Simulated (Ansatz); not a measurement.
Reaction (substitution at a C–C bond): `C/N=C(\C)NC` + `[OH][GaH][SH]` → `C[O][GaH][SH]` + `C/N=C/NC`

Program: Ansatz. Geometries: PBE0-D4/def2-TZVP. ΔE: electronic, gas phase. CCSD(T)/CBS is the MP2 limit (def2-TZVPP, def2-QZVPP) plus CCSD(T) − MP2 in def2-TZVPP, frozen cores. Double bonds are as drawn, so ΔE can hold a change between cis and trans. DFT in def2-TZVPP. For Ga outer-core shells are correlated without core-valence functions, which leaves a few kJ/mol of doubt a bond. Scalar relativity is left out up to krypton. One conformer a species, not always the lowest.

| level | ΔE (kJ/mol) |
| --- | --- |
| r2SCAN-D4 | 67.5 |
| MP2/def2-SVP | 65.3 |

Problem. What does CCSD(T)/CBS give? (Estimate.)

Solution. The calculation gave: +71.3 kJ/mol. The listed levels differ from it by -3.8, -6.0 kJ/mol.

Largest T1 diagnostic among the species: 0.014.

From BLYP to BHLYP (50 % exact exchange), in def2-TZVPP and without D4, ΔE moves by +8.1 kJ/mol. At CCSD(T), def2-SVP lies −13.3 kJ/mol from the extrapolated value and def2-TZVPP −3.3 kJ/mol.

CCSD(T)/CBS has its own doubt, a few kJ/mol and more with outer-core shells, so smaller differences from it don't rank the levels.
